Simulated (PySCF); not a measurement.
**Two-photon absorption: `InChI=1S/C6H6N2/c1-7-6-4-3-5-8(6)2/h3-5H,2H3`**

Cartesian coordinates in Å; atom numbers follow the order of the lines, from 1:
```xyz
14

C    -1.6971    2.0960   -1.0210
N    -0.7829    1.4251   -0.7000
C     0.2586    0.6378   -0.3236
C     1.6245    0.8531   -0.4007
C     2.2402   -0.3007    0.1364
C     1.2342   -1.1682    0.5172
N     0.0283   -0.5953    0.2364
C    -1.2751   -1.1622    0.4751
H     2.0991    1.7452   -0.8011
H     3.3081   -0.4818    0.2359
H     1.2847   -2.1562    0.9696
H    -1.8589   -0.5304    1.1610
H    -1.8364   -1.2657   -0.4655
H    -1.1524   -2.1544    0.9252
```

The calculation used TDDFT CAM-B3LYP/aug-cc-pVDZ excited states, vertical, gas phase (PySCF). Geometry: PBE0-D3(BJ)/def2-SVP.

Task: How strongly do the lowest singlets absorb one photon, and two photons of half the energy?

Result: δ for parallel linear polarisation; σ at the peak of a Lorentzian of half width 0.1 eV, single beam; Ω is circular over linear.
```csv
state,E (eV),f,photon λ (nm),δ (au),σ (GM),Ω,main
S1,5.37,0.342,462,241,2.55,1.04,HOMO→LUMO+1 0.94
S2,5.55,0.010,447,100,1.13,1.50,HOMO→LUMO 0.82
S3,5.66,0.000,438,6.26,0.07,1.50,"HOMO→LUMO+7 0.45, HOMO→LUMO+5 0.26"
S4,6.07,0.029,408,268,3.62,0.80,"HOMO−1→LUMO+1 0.65, HOMO→LUMO+9 0.15"
S5,6.15,0.004,403,81.8,1.13,1.50,"HOMO→LUMO+2 0.55, HOMO→LUMO+3 0.19"
S6,6.20,0.006,400,51.9,0.73,1.50,"HOMO→LUMO+3 0.62, HOMO→LUMO+2 0.17"
```

Among these, the strongest one-photon state is S1, the strongest two-photon state S4, with a dipole change of 1.3 D (relaxed, norm of the difference vector).
